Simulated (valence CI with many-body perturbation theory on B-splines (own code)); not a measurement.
**How close is CI+MBPT for K IV?**

Calculated by relativistic CI+MBPT: six valence electrons over a frozen Dirac-Fock core [Ne], a basis of 9 s, 9 p, 8 d, 6 f, 3 g, 1 h functions for each j, with the one-electron correlation potential Σ1 (screened to all orders), the two-electron term Σ2, the three-electron term Σ3, Breit, model QED; selected single and double excitations, second order for the rest, scaled by the run's own slope (own B-spline code, finite nucleus).

Against 11 measured levels this calculation errs by 150 cm⁻¹ on average and by 297 at most. These come from a selection out of Sansonetti, J. Phys. Chem. Ref. Data 37, 7 (2008). Levels without a partner in it may be off by more. Among the levels kept, up to 1300 cm⁻¹ of a level comes from second order outside the variational space, and about a tenth of that is noise between levels of different J, which matters for small intervals. 4 measured levels below the end of the list, from 189952 cm⁻¹ on, found no clear computed partner, and computed levels of the same name lie up to 4201 cm⁻¹ from them.

Measured levels: Sansonetti, J. Phys. Chem. Ref. Data 37, 7 (2008). Pairs share parity and J, and are chosen by configuration, term and nearness in energy; levels without a clear partner are left out. Energies in cm⁻¹ above the measured ground level.

Names give the largest LS component (configuration and term), which can be under half, so a name can repeat, a term be missing and a line seem to break the LS rules; names also repeat where a configuration has a term twice. Letters in brackets count levels of one name in rising energy.

| Computed label | Label in the source | Measured | Computed | Difference |
| --- | --- | --- | --- | --- |
| 3s²3p⁴ ³P_2 | 3s2 3p4 3P | 0 | 0.0 | 0 |
| 3s²3p⁴ ³P_1 | 3s2 3p4 3P | 1671.7 | 1653.3 | -18 |
| 3s²3p⁴ ³P_0 | 3s2 3p4 3P | 2321.2 | 2342.7 | +21 |
| 3s²3p⁴ ¹D_2 | 3s2 3p4 1D | 16384 | 16515.0 | +131 |
| 3s²3p⁴ ¹S_0 | 3s2 3p4 1S | 38546.3 | 38843.2 | +297 |
| 3s3p⁵ ³P°_2 | 3s 3p5 3P° | 134181.8 | 133980.5 | -201 |
| 3s3p⁵ ³P°_1 | 3s 3p5 3P° | 135658.3 | 135473.5 | -185 |
| 3s3p⁵ ³P°_0 | 3s 3p5 3P° | 136453 | 136249.6 | -203 |
| 3s3p⁵ ¹P°_1 | 3s 3p5 1P° | 171139.5 | 171090.9 | -49 |
| 3s²3p³3d ³D°_2 [a] | 3s2 3p3(4S°) 3d 3D° | 191203 | 191055.4 | -148 |
| 3s²3p³3d ³D°_1 [a] | 3s2 3p3(4S°) 3d 3D° | 191400 | 191252.2 | -148 |
| 3s²3p³3d ³P°_0 | 3s2 3p3(2D°) 3d 3P° | 227650 | 227897.6 | +248 |

Over 11 excited levels the mean absolute difference is 150 cm⁻¹, the median 148 and the largest 297. The comparison draws on a selection of the measured levels: 12 of the 35 computed ones have a partner in it, and others may be off by more.

These 4 measured levels below the end of the computed list are not counted above. Beside each stands the unpaired computed level of its name, or else the nearest of its J and parity; the gap is either an error of the method or a doubtful assignment.

```json
{"Label in the source": "3s2 3p3(4S°) 3d 3D°", "J": "3", "Measured": "189952", "Unpaired level": "3s²3p³3d ³D°_3 [a]", "Computed": "191046"}
{"Label in the source": "3s2 3p3(2D°) 3d 1D°", "J": "2", "Measured": "216387", "Unpaired level": "3s²3p³3d ¹D°_2", "Computed": "217667"}
{"Label in the source": "3s2 3p3(2D°) 3d 3P°", "J": "2", "Measured": "225445", "Unpaired level": "3s²3p³3d ³P°_2", "Computed": "229646"}
{"Label in the source": "3s2 3p3(2D°) 3d 3P°", "J": "1", "Measured": "226082", "Unpaired level": "3s²3p³3d ³P°_1", "Computed": "228438"}
```
